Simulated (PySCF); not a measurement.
# Computed properties of GaBr2, SMILES [Br][Ga+][Br], charge +1

GaBr2, SMILES [Br][Ga+][Br], charge +1. The structure is a stationary point at ωB97X-D3(BJ)/def2-SVP. The spin state was assumed, not searched. The isomer is the one that the SMILES or the coordinates give; other isomers of the formula were not compared. The values are those of a single conformer. All values are computed for the isolated molecule unless a solvent is named; none is compared with measurement here.

**Structure.** The optimised structure has D∞h symmetry. All 4 harmonic modes at ωB97X-D3(BJ)/def2-SVP (PySCF) are real, so it is a minimum. With heavy atoms numbered as in [Ga+:1]([Br:2])[Br:3], the shortest bond between them is Ga1–Br2 at 2.165 Å and the longest Ga1–Br3 at 2.165 Å.

**Vibrations.** The strongest infrared lines (harmonic, unscaled, degenerate partners summed) lie at 483 cm⁻¹ (59 km/mol, Ga 70 %, Br 30 %), 92 cm⁻¹ (16 km/mol, Ga 70 %, Br 30 %). The softest mode is at 92 cm⁻¹ and the zero-point energy is 1.3 kcal/mol.

**Electronic structure.** B3LYP/def2-TZVPD (PySCF) places the frontier levels at -14.39 and -8.90 eV, a gap of 5.49 eV and a mean polarisability of 62.3 bohr³. PBE/def2-TZVPD (PySCF) at the same geometry gives -13.41 and -9.48 eV, so its gap is 1.56 eV narrower. An orbital gap is neither the optical nor the fundamental gap.

**Excitations.** TDA-ωB97X/def2-SVPD (PySCF) has S1 at 4.96 eV (250 nm, f = 0.000, dark); the most intense of the 10 singlets computed lies at 5.56 eV (f = 0.04). Strengths of degenerate partners are summed. T1 (TDA) is at 4.50 eV, 0.46 eV under S1. TDA-PBE/def2-SVPD (PySCF) puts S1 at 4.06 eV. No vertical singlet excitation falls in the visible range (under 3.1 eV).
